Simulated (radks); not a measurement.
Spherical quantum dot in the effective-mass picture: electrons in a well V = -V0 / (1 + exp((r - R)/a)) with V0 = 3.08, R = 13.7, a = 0.99, with a point charge +1 (a donor) at the centre, all in effective atomic units (hartree* = m*/eps^2 hartree, bohr* = eps/m* bohr), one dielectric constant everywhere. Method: non-relativistic Kohn-Sham, PBEsol, spin-polarised, spherical densities; computed with a radial shooting solver with Libxc functionals. Levels are named by radial order and angular momentum (1s, 1p, 1d, 2s, ...), and open shells are averaged over m. Results are scaled to m* = 0.522 and eps = 13.4, for which hartree* = 79.11 meV and bohr* = 1.358 nm.

N = 11, configuration 1s2 1p6 1d(up 2, down 0) 2s(up 1, down 0). This is the lowest configuration that the search found (a dilute case). Occupied levels:

| level | occupation | eigenvalue (meV) | <r> (nm) |
|---|---|---|---|
| 1s up | 1 | -170.21 | 2.295 |
| 2s up | 1 | -163.71 | 11.65 |
| 1s down | 1 | -163.35 | 11.20 |
| 1p up | 3 | -162.67 | 11.86 |
| 1p down | 3 | -161.97 | 11.78 |
| 1d up | 2 | -160.39 | 12.18 |

Energy (meV): total -2294.42, kinetic 92.201, external -2807.9, Hartree 536.86, exchange-correlation -115.55.

Electron density:

| r (nm) | n(r) (e/nm^3) |
|---|---|
| 1.04 | 0.02644 |
| 2.20 | 0.004976 |
| 3.35 | 0.001043 |
| 4.51 | 0.0003171 |
| 5.66 | 0.0002371 |
| 6.82 | 0.0003174 |
| 7.98 | 0.0004841 |
| 9.14 | 0.0007042 |
| 10.3 | 0.0009177 |
| 11.4 | 0.001021 |
| 12.6 | 0.0009161 |
| 13.8 | 0.0006119 |
| 14.9 | 0.0002695 |
| 16.1 | 0.00007185 |
| 17.2 | 0.00001073 |
| 18.4 | 8.055e-07 |
| 19.5 | 3.425e-08 |
| 20.7 | 9.665e-10 |
